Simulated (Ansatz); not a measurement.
The inner images of a band of H3InOS2 (7 atoms, charge 0, multiplicity 1) are given out of order.

Computed with RKS CAM-B3LYP-D4/def2-SVP (Ansatz).

First end point:

```xyz
7
Properties=species:S:1:pos:R:3
O -1.844 0.558 -0.500
In -0.025 -0.074 -0.023
S 1.399 1.611 0.883
S 0.607 -2.354 -0.380
H -2.422 -0.120 -0.871
H 0.432 2.549 0.785
H 1.852 -2.170 0.107
```

Last end point:

```xyz
7
Properties=species:S:1:pos:R:3
O -1.937 0.000 -0.676
In -0.062 -0.264 -0.083
S 1.232 1.539 0.824
S 0.794 -2.472 -0.339
H -2.274 0.897 -0.562
H 0.241 2.444 0.679
H 2.007 -2.144 0.157
```

Put them in order from the first end to the last, with their energies above the first end.
A.
```xyz
7
Properties=species:S:1:pos:R:3
O -1.768 0.591 -0.703
In -0.002 -0.099 -0.105
S 1.350 1.576 0.922
S 0.678 -2.366 -0.438
H -2.503 -0.026 -0.615
H 0.383 2.505 0.752
H 1.861 -2.181 0.188
```
B.
```xyz
7
Properties=species:S:1:pos:R:3
O -1.748 0.467 -0.902
In -0.011 -0.134 -0.138
S 1.288 1.538 0.971
S 0.729 -2.384 -0.441
H -2.526 0.196 -0.399
H 0.371 2.493 0.706
H 1.897 -2.175 0.203
```
C.
```xyz
7
Properties=species:S:1:pos:R:3
O -1.803 0.591 -0.591
In -0.007 -0.082 -0.079
S 1.380 1.598 0.891
S 0.649 -2.356 -0.425
H -2.466 -0.091 -0.747
H 0.399 2.521 0.783
H 1.848 -2.181 0.168
```
D.
```xyz
7
Properties=species:S:1:pos:R:3
O -1.810 0.180 -0.933
In -0.028 -0.188 -0.130
S 1.234 1.531 0.958
S 0.773 -2.415 -0.417
H -2.451 0.576 -0.331
H 0.338 2.492 0.644
H 1.945 -2.176 0.209
```
E.
```xyz
7
Properties=species:S:1:pos:R:3
O -1.878 0.049 -0.822
In -0.045 -0.229 -0.111
S 1.222 1.531 0.910
S 0.794 -2.441 -0.395
H -2.368 0.775 -0.416
H 0.300 2.478 0.636
H 1.975 -2.164 0.198
```
F.
```xyz
7
Properties=species:S:1:pos:R:3
O -1.762 0.356 -0.952
In -0.014 -0.153 -0.141
S 1.262 1.537 0.972
S 0.744 -2.396 -0.429
H -2.503 0.344 -0.334
H 0.358 2.494 0.676
H 1.915 -2.182 0.208
```
G.
```xyz
7
Properties=species:S:1:pos:R:3
O -1.751 0.547 -0.813
In -0.006 -0.116 -0.125
S 1.319 1.554 0.948
S 0.705 -2.375 -0.439
H -2.525 0.069 -0.494
H 0.379 2.498 0.724
H 1.879 -2.177 0.199
```

C (+0.008 eV), A (+0.033 eV), G (+0.065 eV), B (+0.090 eV), F (+0.099 eV), D (+0.082 eV), E (+0.054 eV).

Time of the run: 2.1 min on 2 threads of Intel(R) Xeon(R) Platinum 8375C CPU @ 2.90GHz (Ice Lake), on a shared host, peak memory 0.26 GiB.
